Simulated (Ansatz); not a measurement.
Ansatz results at the PBE0-D4/def2-TZVP geometry: size of the dipole moment (B3LYP/def2-TZVPP) 2.26 D; HOMO energy (PBE/def2-TZVPP) -6.63 eV; LUMO energy (ωB97M-V/def2-TZVPP) 1.62 eV.

Problem. Which molecule gave them?
A. `F[SiH]1COC=N1`
B. `C/N=C(\C)N`
C. `C[SiH](F)N=C=O`
D. `CO[SiH](F)C#N`

Solution. A. The others give `C[SiH](F)N=C=O`: 2.54, -7.35, 2.12; `CO[SiH](F)C#N`: 2.84, -7.88, 1.17; `C/N=C(\C)N`: 2.46, -5.22, 2.41.

B3LYP here is the variant with VWN-RPA as its local correlation; programs differ in this.
